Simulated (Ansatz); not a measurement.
```xyz
9

O     1.114    0.700   -1.301
Si    0.540   -0.495   -0.353
Cl   -0.548   -1.854   -1.443
C    -0.597    0.216    0.972
F    -1.514    1.070    0.360
H     0.477    1.310   -1.679
H     1.704   -1.188    0.233
H    -1.151   -0.558    1.511
H    -0.025    0.800    1.702
```

Total charge 0; spin multiplicity 1.

(1) List the PBE/def2-TZVPP orbital energies in eV (Ansatz 0.2.0). (Best estimate.)

Results:

(1) Computed: Occupied: -2738.94, -1780.97, -660.02, -510.79, -270.90, -249.53, -190.21, -190.06, -190.06, -138.56, -95.35, -95.29, -95.26, -30.04, -25.57, -20.57, -17.44, -14.26, -12.38, -12.20, -12.01, -10.68, -9.86, -9.15, -8.68, -8.40, -8.01, -7.78, -7.13. Lowest empty: -0.94, 0.04, 0.55, 0.68, 1.49, 1.59, 1.92, 2.46.
